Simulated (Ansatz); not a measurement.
C2H5BrSi, SMILES `C=C[SiH2]Br` from Hartree–Fock to CCSD(T)

Cartesian coordinates in Å:
```
C 0.026 -1.105 1.126
C -0.616 -0.219 0.370
Si 0.287 0.918 -0.774
Br -0.323 0.525 -2.881
H 1.108 -1.207 1.094
H -0.496 -1.770 1.808
H -1.700 -0.161 0.432
H -0.031 2.342 -0.511
H 1.745 0.676 -0.663
```

The species carries charge 0 and has multiplicity 1. Correlated methods include outer-core shells of Br, which these sets cover unevenly. Scalar relativity is left out up to krypton. Geometry: relaxed with PBE0-D4/def2-TZVP. It is one conformer, not always the lowest. Frozen core, restricted reference, Ansatz 0.2.0.

```json
{"basis": "def2-SVP", "HF (Eh)": "-2939.56053", "MP2 corr.": "-0.59220", "CCSD corr.": "-0.63348", "(T)": "-0.01865", "CCSD(T) total": "-2940.21266"}
{"basis": "def2-TZVPP", "HF (Eh)": "-2940.06873", "MP2 corr.": "-0.71988", "CCSD corr.": "-0.75907", "(T)": "-0.03041", "CCSD(T) total": "-2940.85821"}
{"basis": "def2-QZVPP", "HF (Eh)": "-2940.13069", "MP2 corr.": "-1.06838", "CCSD corr.": "–", "(T)": "–", "CCSD(T) total": "–"}
```
